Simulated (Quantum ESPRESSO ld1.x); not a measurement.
The numbers below are computed, except where a source is named.
Task: The mean radii <r> (bohr) of the occupied orbitals of an atom or ion are listed with their occupations. Level of theory: scalar-relativistic Kohn-Sham, LDA (Slater exchange, VWN5 correlation), spin-polarised, spherical densities, point nucleus (ld1.x of Quantum ESPRESSO 7.5).

orbital  occ.      <r>
1s up       1  0.03189
1s down     1  0.03189
2s up       1   0.1377
2s down     1   0.1376
2p up       3   0.1200
2p down     3   0.1198
3s up       1   0.3525
3s down     1   0.3534
3p up       3   0.3451
3p down     3   0.3462
3d up       3   0.3108

Name the element and its charge. Open shells, if any, are filled with parallel spins first.

Result: Z = 46, palladium, charge +25: Pd25+ in [Ar] 3d3. The 1s radius gives Z: for a bare nucleus <r> = (2 gamma + 1)/(2Z) with gamma = sqrt(1 - (Z/c)^2), 0.03135 bohr for Z = 46, and screening makes it slightly larger (0.03189 here). The occupations add up to 21, and the charge is Z minus that.
